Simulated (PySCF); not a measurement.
CCl3, SMILES Cl[C](Cl)Cl (connectivity only; charge and spin as stated), charge +1, multiplicity 1. Coordinates come from a PBE-D3(BJ)/def2-SVP optimisation. The spin state was assumed, not searched. The isomer is the one that the SMILES or the coordinates give; other isomers of the formula were not compared.

All values below come from PBE-D3(BJ)/def2-SVP run with PySCF 2.14.0.

Harmonic wavenumbers (cm⁻¹): 306, 306, 509, 534, 1022, 1022. Rotational constants (GHz): 3.432, 3.432, 1.716; symmetry number 6.

### Question
Work out the zero-point energy and the ideal-gas rigid-rotor harmonic-oscillator thermochemistry at 298.15 K and 1 atm.

### Answer
ZPE = ½ Σ hcν = ½ × 3699 cm⁻¹ = 22.12 kJ/mol. H − E(el) = 35.48 kJ/mol. Entropy in J/(mol K): translation 168.28, rotation 98.77, vibration 17.40, total 284.45. G − E(el) = -49.32 kJ/mol. Cp = 60.20 J/(mol K).
